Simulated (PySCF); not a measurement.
## Partial charges of `CCC[Si@H]1N[Si@H](CC)N1`

Species: C₅H₁₆N₂Si₂.
Cartesian coordinates in Å at the GFN2-xTB level; atoms count from 1:
```
atom  x, y, z in Å
C1    -4.4347    0.8201   -0.1562
C2    -3.1114    0.2148   -0.6104
C3    -2.1645   -0.0494    0.5548
Si4   -0.5325   -0.7948   -0.0389
N5     0.4609    0.2524   -1.0023
Si6    1.7983    0.3482    0.1112
C7     3.4425   -0.3386   -0.5217
C8     4.5412   -0.2445    0.5282
N9     0.8132   -0.7155    1.0669
H10   -5.0855    1.0083   -1.0078
H11   -4.2629    1.7627    0.3592
H12   -4.9485    0.1464    0.5268
H13   -2.6276    0.8932   -1.3156
H14   -3.3032   -0.7217   -1.1382
H15   -2.6498   -0.7239    1.2608
H16   -1.9829    0.8856    1.0860
H17   -0.7058   -2.1322   -0.6169
H18    0.3216    0.6621   -1.9053
H19    1.9472    1.6845    0.6992
H20    3.3225   -1.3779   -0.8284
H21    3.7529    0.2159   -1.4073
H22    5.4865   -0.6295    0.1472
H23    4.6923    0.7897    0.8297
H24    4.2722   -0.8159    1.4131
H25    0.9470   -1.1158    1.9751
```

Density: PBE0/pcSseg-1 (PySCF); schemes: Mulliken, IAO, Hirshfeld and ESP-fitted. The structure is a single GFN2-xTB conformer in the gas phase; no vibrational or solvent corrections.

Problem. Atoms with like bonding are taken together and averaged. Which atoms carry the lowest charge in the Mulliken, IAO, Hirshfeld and ESP-fitted schemes?

Solution. All schemes agree: Mulliken N5/N9 (-0.809); IAO N5/N9 (-0.967); Hirshfeld N5/N9 (-0.349); ESP-fitted N5/N9 (-1.076).

Problem. Which atoms carry the highest charge in the Mulliken, IAO, Hirshfeld and ESP-fitted schemes?

Solution. The schemes don't all agree: Mulliken Si4 (+1.028); IAO Si4 (+1.156); Hirshfeld Si6 (+0.421); ESP-fitted Si6 (+0.999).

Problem. For which atoms does the sign change between the 4 schemes (beyond +0.03 e in one, beyond −0.03 e in another)?

Solution. C2 and H13/H14. Atomic charges aren't observables, and each scheme defines them in its own way.

Problem. Tabulate the Mulliken, IAO, Hirshfeld and ESP-fitted charges.

Solution. In e; atoms taken as equivalent share a row and are averaged (×n: the atom named and its like, n in all):

```tsv
atom	environment	Mulliken	IAO	Hirshfeld	ESP-fitted
C1	methyl carbon	-0.252	-0.414	-0.117	-0.416
C2	chain CH2 carbon	-0.320	-0.240	-0.065	+0.352
C3	sp3 carbon bound to silicon	-0.543	-0.572	-0.164	-0.401
Si4	SiH silicon	+1.028	+1.156	+0.419	+0.925
N5/N9	nitrogen bridging silicon atoms	-0.809	-0.967	-0.349	-1.076
Si6	SiH silicon	+1.014	+1.155	+0.421	+0.999
C7	sp3 carbon bound to silicon	-0.582	-0.571	-0.162	-0.160
C8	methyl carbon	-0.305	-0.410	-0.118	-0.209
H10/H11/H12	methyl hydrogen	+0.109	+0.137	+0.039	+0.094
H13/H14	methylene hydrogen	+0.121	+0.127	+0.035	-0.049
H15/H16	methylene hydrogen	+0.133	+0.143	+0.038	+0.089
H17	Si–H hydrogen	-0.111	-0.172	-0.094	-0.176
H18/H25	N–H hydrogen	+0.176	+0.259	+0.108	+0.408
H19	Si–H hydrogen	-0.118	-0.173	-0.094	-0.192
H20/H21	methylene hydrogen	+0.139	+0.148	+0.040	+0.046
H22/H23/H24	methyl hydrogen	+0.115	+0.137	+0.038	+0.053
```

Mean size of the charges over all atoms: IAO 0.359 e, Mulliken 0.308 e, ESP-fitted 0.304 e, Hirshfeld 0.121 e. Each set sums to the total charge, 0, to within 0.001 e. The ESP scheme is a least-squares fit of atom-centred charges to the potential on four shells outside the van der Waals surface, with the total charge fixed. The IAO scheme counts the electrons in orthogonalised intrinsic atomic orbitals, a minimal basis polarised so that it spans the occupied orbitals exactly.

Some averages cover members that differ in this geometry: N5/N9, ESP-fitted -1.118 to -1.034; H22/H23/H24, ESP-fitted +0.034 to +0.069; H15/H16, ESP-fitted +0.073 to +0.105; H13/H14, ESP-fitted -0.064 to -0.034 e.

Problem. Sum the charges by element.

Solution. 
| element | atoms | Mulliken | IAO | Hirshfeld | ESP-fitted |
| --- | --- | --- | --- | --- | --- |
| C | 5 | -2.002 | -2.206 | -0.626 | -0.834 |
| Si | 2 | +2.041 | +2.310 | +0.840 | +1.924 |
| N | 2 | -1.618 | -1.934 | -0.699 | -2.152 |
| H | 16 | +1.579 | +1.829 | +0.484 | +1.062 |

Problem. How closely do the schemes follow one another over all atoms?

Solution. Correlation coefficient and root-mean-square difference: Mulliken with IAO 0.99, 0.079 e; IAO with Hirshfeld 0.99, 0.320 e; Mulliken with Hirshfeld 0.98, 0.259 e; Hirshfeld with ESP-fitted 0.95, 0.297 e; IAO with ESP-fitted 0.93, 0.185 e; Mulliken with ESP-fitted 0.89, 0.205 e.

Problem. How many electrons does the Hirshfeld scheme count on C2?

Solution. Z − q = 6 − (-0.065) = 6.065.
